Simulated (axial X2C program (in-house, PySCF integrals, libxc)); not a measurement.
**Low determinants of InSe at the PBE0 level, without spin–orbit coupling**

All values were computed with an axial X2C code built on PySCF integrals. Spin-free means the one-electron spin-free X2C Hamiltonian. Basis: In dyall-cv3z [11s12p9d4f1g], Se dyall-cv3z [8s9p6d4f1g] (cores contracted in-house); Gaussian nuclei, density fitting, unrestricted open shells. Masses: In 114.904 u, Se 79.917 u.

Search at 2.430 Å (vertical energies from the lowest determinant):

```tsv
ΔE (eV)	state	electrons beyond evenly filled partner blocks	electrons in σ, π, δ, φ
0.00	M_S = 1/2, Λ = 0	σα	35 36 12 0
0.25	M_S = 1/2, Λ = 1	π+α, π+β, π-α	36 35 12 0
2.88	M_S = 3/2, Λ = 2	σα, 2 × π+α, π+β, π-α	35 36 12 0
2.88	M_S = 3/2, Λ = 0	σα, π+α, π+β, 2 × π-α	35 36 12 0
3.11	M_S = 1/2, Λ = 2	σα, 2 × π+α, π+β, π-β	35 36 12 0
3.34	M_S = 1/2, Λ = 2	σα, π+α, 2 × π+β, π-α	35 36 12 0
```

Lowest determinant, M_S = 1/2, Λ = 0 (beyond evenly filled blocks: σα): Re = 2.391 Å, ωe = 255.6 cm⁻¹.

The determinant in row 2 of the search, M_S = 1/2, Λ = 1 (beyond evenly filled blocks: π+α, π+β, π-α), was followed along the bond at PBE0; measured from the minimum of the lowest determinant it gives:

Te = 0.074 eV (597 cm⁻¹), Re = 2.633 Å, ωe = 200.6 cm⁻¹.

(1) Compare the bond of the determinant in row 2 with that of the lowest one.

The search compares states at one distance, so a state with another bond length can lie lower; it is not exhaustive and yields mostly the lowest determinant of each block pattern, so other components and higher states of one pattern are missing. These are energies of single determinants, not of spin-adapted states; PBE0 term energies can be off by some tenths of an eV, and the functional has no current term. The lowest determinant need not be the ground state where others lie within half an eV.

Results:

(1) At PBE0 its Re is 0.242 Å longer and its force constant, which goes as ωe², is 0.62 times that of the lowest determinant. T0 ≈ Te + Δωe/2 = 597 + (-28) = 569 cm⁻¹.
